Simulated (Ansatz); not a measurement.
CH7BFNSi at its PBE0-D4/def2-TZVP geometry, where that method's forces vanish. Charge 0, multiplicity 1. The bonds changed during the relaxation, so this is another structure than the one it started from.

```xyz
12

B     0.9351   -0.9471    0.0346
Si    0.0597    0.2883    1.3570
F    -1.1802   -0.2152    2.2652
C    -0.6198    0.9060   -0.3328
N    -0.2282   -0.3814   -1.0082
H     0.9452   -2.1495    0.0746
H     1.9776   -0.4444   -0.3221
H     0.7035    1.3653    2.1604
H     0.0171    1.6983   -0.7301
H    -1.6633    1.1693   -0.5121
H    -1.0147   -1.0223   -1.0127
H     0.0680   -0.2672   -1.9738
```

Q: What forces (eV/Å) does PBE-D4/def2-TZVPP give on these atoms in Ansatz 0.2.0? (Best estimate.)

A: The calculation gave: 
```
B1   0.040 -0.038  0.030
Si2  0.411  0.038 -0.140
F3  -0.465 -0.192  0.351
C4  -0.066  0.162  0.074
N5   0.155 -0.079  0.094
H6   0.010 -0.111  0.009
H7   0.097  0.034 -0.022
H8   0.081  0.140  0.086
H9   0.113  0.162 -0.079
H10 -0.217  0.067 -0.037
H11 -0.257 -0.214 -0.016
H12  0.097  0.030 -0.350
```
